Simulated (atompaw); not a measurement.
## An all-electron radial function and its pseudo partner (zirconium)

Columns: radius, all-electron u(r) and pseudo u(r) of the 5p shell (level -2.58 eV) of zirconium in the configuration [Kr] 4d2 5s1.75 5p0; PBEsol, scalar-relativistic, PAW (atompaw) scheme, atompaw 4.2.0.5.

| r (bohr) | all-electron | pseudo |
| --- | --- | --- |
| 0.115 | -0.0653 | 0.0006 |
| 0.231 | 0.0756 | 0.0023 |
| 0.346 | 0.1253 | 0.0052 |
| 0.462 | 0.0714 | 0.0093 |
| 0.577 | -0.0207 | 0.0146 |
| 0.692 | -0.1081 | 0.0211 |
| 0.808 | -0.1722 | 0.0291 |
| 0.923 | -0.2074 | 0.0384 |
| 1.038 | -0.2163 | 0.0491 |
| 1.154 | -0.2036 | 0.0615 |
| 1.269 | -0.1747 | 0.0753 |
| 1.385 | -0.1342 | 0.0910 |
| 1.500 | -0.0871 | 0.1082 |
| 1.615 | -0.0362 | 0.1272 |
| 1.731 | 0.0166 | 0.1481 |
| 1.846 | 0.0684 | 0.1705 |
| 1.962 | 0.1190 | 0.1948 |
| 2.077 | 0.1666 | 0.2203 |
| 2.192 | 0.2113 | 0.2470 |
| 2.308 | 0.2530 | 0.2749 |
| 2.423 | 0.2909 | 0.3031 |
| 2.538 | 0.3254 | 0.3312 |
| 2.654 | 0.3567 | 0.3589 |
| 2.769 | 0.3845 | 0.3850 |
| 2.885 | 0.4091 | 0.4092 |
| 3.000 | 0.4304 | 0.4304 |

(1) How many radial nodes do the two functions have?

(2) Is the pseudo-wave norm-conserving?

Answers

(1) The all-electron 5p function has n − l − 1 = 3; the pseudo-wave has 0, since the states of the same l below it are removed with the core.

(2) No, it belongs to a PAW set: the norm inside the radius is not constrained, and the difference is carried by the augmentation charge.
